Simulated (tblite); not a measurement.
Species: C₄H₆F₃O₂ (doublet state).
Bonds: C1–C2, C2–O3, C2–C4, C4–O5, O5–C6, C6–F7, C6–F8, C6–F9. Hydrogens: H10, H11, H12 on C1; H13 on O3; H14, H15 on C4.

Computed with GFN2-xTB (tblite), gas phase: L-BFGS steps from a force-field or distance-geometry start until the largest atomic force falls under 0.01 eV/Å.

Step 9: E = -922.2476 eV
```
atom  x, y, z in Å  |  force x, y, z in eV/Å
C1     -1.1984   -0.2859   -1.0907    0.104   0.019   0.013
C2     -0.9446   -0.4414    0.3765   -0.233   0.372  -0.040
O3     -2.0704   -0.6355    1.1356   -0.121  -0.195   0.039
C4      0.1360    0.2869    1.1282    0.055  -0.010  -0.091
O5      1.5252   -0.0333    0.8816   -0.164  -0.140   0.031
C6      2.0289    0.0520   -0.3231   -0.071  -0.077   0.007
F7      1.7814    1.2283   -0.9480    0.177  -0.121   0.096
F8      3.3482   -0.1079   -0.2319   -0.089   0.190  -0.203
F9      1.5887   -0.8863   -1.1799    0.102  -0.040  -0.085
H10    -0.5600    0.4915   -1.5109   -0.140   0.044  -0.018
H11    -0.9993   -1.1920   -1.6651    0.059  -0.096   0.131
H12    -2.2588   -0.0525   -1.2426    0.226   0.040   0.011
H13    -2.4633    0.1869    1.4722    0.171  -0.127   0.030
H14     0.0638    0.0172    2.1849   -0.178   0.182   0.007
H15     0.0182    1.3802    0.9913    0.103  -0.041   0.073
```

Step 10: E = -922.2669 eV
```
atom  x, y, z in Å  |  force x, y, z in eV/Å
C1     -1.1973   -0.2832   -1.0939    0.126   0.004   0.084
C2     -0.9540   -0.4251    0.3766   -0.199   0.404   0.002
O3     -2.0755   -0.6380    1.1372   -0.092  -0.221  -0.018
C4      0.1390    0.2921    1.1244   -0.062  -0.012  -0.051
O5      1.5195   -0.0523    0.8741   -0.134  -0.102   0.182
C6      2.0272    0.0501   -0.3272   -0.160  -0.123   0.124
F7      1.7817    1.2303   -0.9353    0.073  -0.089  -0.034
F8      3.3421   -0.0980   -0.2375    0.159   0.123  -0.165
F9      1.5927   -0.8960   -1.1746    0.072  -0.007  -0.277
H10    -0.5631    0.4918   -1.5182   -0.054   0.087  -0.028
H11    -0.9936   -1.1938   -1.6559    0.091  -0.151   0.096
H12    -2.2507   -0.0530   -1.2638    0.063   0.061   0.041
H13    -2.4801    0.1683    1.4976    0.220  -0.090   0.004
H14     0.0660    0.0270    2.1827   -0.182   0.168   0.000
H15     0.0414    1.3880    0.9919    0.079  -0.052   0.040
```

Step 11: E = -922.2882 eV
```
atom  x, y, z in Å  |  force x, y, z in eV/Å
C1     -1.1943   -0.2802   -1.0966    0.098  -0.004   0.108
C2     -0.9687   -0.3983    0.3768   -0.107   0.326   0.048
O3     -2.0832   -0.6449    1.1386   -0.035  -0.166  -0.089
C4      0.1405    0.2981    1.1201   -0.191   0.022   0.029
O5      1.5115   -0.0755    0.8688   -0.073  -0.091   0.222
C6      2.0235    0.0452   -0.3292   -0.160  -0.149   0.176
F7      1.7829    1.2300   -0.9216   -0.078  -0.042  -0.136
F8      3.3374   -0.0846   -0.2468    0.330   0.021  -0.077
F9      1.5989   -0.9061   -1.1742    0.043   0.039  -0.391
H10    -0.5671    0.4937   -1.5268    0.052   0.117  -0.038
H11    -0.9851   -1.1986   -1.6435    0.117  -0.159   0.095
H12    -2.2403   -0.0527   -1.2870   -0.105   0.064   0.052
H13    -2.4948    0.1450    1.5265    0.237  -0.084  -0.004
H14     0.0652    0.0413    2.1800   -0.188   0.135   0.012
H15     0.0692    1.3956    0.9929    0.061  -0.028  -0.006
```

Task: Estimate the geometry and energy of step 12. (The exact step hangs on the optimiser's Hessian estimate; all steps are aligned on step 11, rigid shifts and turns removed.)

Result: E = -922.3110 eV, largest force 0.395 eV/Å
```
atom  x, y, z in Å  |  force x, y, z in eV/Å
C1     -1.1901   -0.2768   -1.0987    0.024   0.009   0.076
C2     -0.9886   -0.3603    0.3775   -0.001   0.172   0.067
O3     -2.0930   -0.6557    1.1388    0.042  -0.048  -0.162
C4      0.1390    0.3058    1.1164   -0.257   0.073   0.110
O5      1.5021   -0.1029    0.8668   -0.018  -0.097   0.125
C6      2.0185    0.0365   -0.3280   -0.059  -0.127   0.129
F7      1.7813    1.2267   -0.9082   -0.233  -0.021  -0.166
F8      3.3362   -0.0693   -0.2585    0.336  -0.098   0.045
F9      1.6071   -0.9147   -1.1813    0.033   0.098  -0.381
H10    -0.5702    0.4971   -1.5369    0.136   0.102  -0.033
H11    -0.9732   -1.2063   -1.6275    0.125  -0.102   0.132
H12    -2.2301   -0.0516   -1.3124   -0.204   0.036   0.057
H13    -2.5070    0.1161    1.5596    0.232  -0.107   0.001
H14     0.0614    0.0597    2.1774   -0.202   0.092   0.051
H15     0.1022    1.4036    0.9932    0.047   0.017  -0.052
```

The energy changes by -0.0228 eV. The first-order estimate −F·Δx gives -0.0311 eV and the mean of the old and new forces, exact on a quadratic surface, -0.0229 eV. The step makes an angle of 69° with the force vector and moves no atom by more than 0.046 Å.

What follows is the cost of the whole relaxation. Time: 1.1 s of wall time. Hardware: one thread, Intel Xeon Platinum 8259CL at 2.50 GHz (x86_64), no GPU, shared host.
